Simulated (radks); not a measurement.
The mean radii <r> (bohr) of the occupied orbitals of an atom or ion are listed with their occupations. Method: scalar-relativistic Kohn-Sham, PBE, spin-polarised, spherical densities, finite nucleus; Fermi nuclear charge, rms radius of each element as measured or else 0.836 A^(1/3) + 0.57 fm; computed with a radial shooting solver on a logarithmic mesh with Libxc functionals.

orbital  occ.      <r>
1s          2  0.02305

Name the element and its charge. Open shells, if any, are filled with parallel spins first.

Answer. Z = 61, promethium, charge +59: Pm59+ in [He]. The 1s radius gives Z: for a bare nucleus <r> = (2 gamma + 1)/(2Z) with gamma = sqrt(1 - (Z/c)^2), 0.02288 bohr for Z = 61, and screening makes it slightly larger (0.02305 here). The occupations add up to 2, and the charge is Z minus that.
